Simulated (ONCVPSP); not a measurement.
## Reading a pseudo-wave (lithium)

Columns: radius, all-electron u(r) and pseudo u(r) of the 1s shell (level -51.85 eV) of lithium in the configuration 1s2 2s1; PBE, non-relativistic, ONCV scheme, ONCVPSP 4.0.1.

```json
{"r (bohr)": "0.060", "all-electron": "0.4660", "pseudo": "0.2516"}
{"r (bohr)": "0.120", "all-electron": "0.7796", "pseudo": "0.4916"}
{"r (bohr)": "0.180", "all-electron": "0.9809", "pseudo": "0.7092"}
{"r (bohr)": "0.240", "all-electron": "1.1005", "pseudo": "0.8950"}
{"r (bohr)": "0.300", "all-electron": "1.1602", "pseudo": "1.0412"}
{"r (bohr)": "0.360", "all-electron": "1.1777", "pseudo": "1.1446"}
{"r (bohr)": "0.420", "all-electron": "1.1650", "pseudo": "1.2044"}
{"r (bohr)": "0.480", "all-electron": "1.1315", "pseudo": "1.2237"}
{"r (bohr)": "0.540", "all-electron": "1.0842", "pseudo": "1.2080"}
{"r (bohr)": "0.600", "all-electron": "1.0280", "pseudo": "1.1639"}
{"r (bohr)": "0.660", "all-electron": "0.9667", "pseudo": "1.0978"}
{"r (bohr)": "0.720", "all-electron": "0.9031", "pseudo": "1.0171"}
{"r (bohr)": "0.780", "all-electron": "0.8390", "pseudo": "0.9282"}
{"r (bohr)": "0.840", "all-electron": "0.7760", "pseudo": "0.8381"}
{"r (bohr)": "0.900", "all-electron": "0.7151", "pseudo": "0.7524"}
{"r (bohr)": "0.960", "all-electron": "0.6569", "pseudo": "0.6753"}
{"r (bohr)": "1.020", "all-electron": "0.6017", "pseudo": "0.6086"}
{"r (bohr)": "1.080", "all-electron": "0.5499", "pseudo": "0.5515"}
{"r (bohr)": "1.140", "all-electron": "0.5015", "pseudo": "0.5017"}
{"r (bohr)": "1.200", "all-electron": "0.4566", "pseudo": "0.4566"}
{"r (bohr)": "1.260", "all-electron": "0.4150", "pseudo": "0.4150"}
{"r (bohr)": "1.320", "all-electron": "0.3766", "pseudo": "0.3766"}
{"r (bohr)": "1.380", "all-electron": "0.3413", "pseudo": "0.3413"}
{"r (bohr)": "1.440", "all-electron": "0.3090", "pseudo": "0.3090"}
{"r (bohr)": "1.500", "all-electron": "0.2793", "pseudo": "0.2793"}
{"r (bohr)": "1.560", "all-electron": "0.2522", "pseudo": "0.2522"}
```

(1) How many radial nodes do the two functions have?

(2) At about which radius was the pseudo-wave matched?

(3) Is the pseudo-wave norm-conserving?

Answers

(1) The all-electron 1s function has n − l − 1 = 0; the pseudo-wave has 0.

(2) 1.20 bohr, where the columns begin to agree (steps of 0.06 bohr).

(3) Yes: the ONCV scheme keeps the norm inside the radius equal to the all-electron one, which fixes the energy derivative of the logarithmic derivative at the level.
